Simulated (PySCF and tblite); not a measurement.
Values are calculated unless marked as measured or tabulated.
System: CH₄BF₂N, numbered as in [CH3:1][NH:2][B:3]([F:4])[F:5].

Motion: rotation about the B3–N2 bond (torsion F4–B3–N2–C1 from 180° to 360°, rising). GFN2-xTB gives an electronic barrier of 20.2 kcal/mol.

Q: What does PBE0/pcSseg-1 + D3(BJ) give on B3LYP-D3(BJ)/def2-SVP geometries?

A: A barrier of 21.1 kcal/mol, 0.8 above the tight-binding barrier (from unrounded values) and, with GFN2-xTB thermal terms, ΔG‡(298 K) = 20.2 kcal/mol and k = 0.037 s⁻¹ (4 equivalent paths).

Q: And the level of the geometries itself, B3LYP-D3(BJ)/def2-SVP?

A: 20.1 kcal/mol.

Programs: tblite and PySCF.
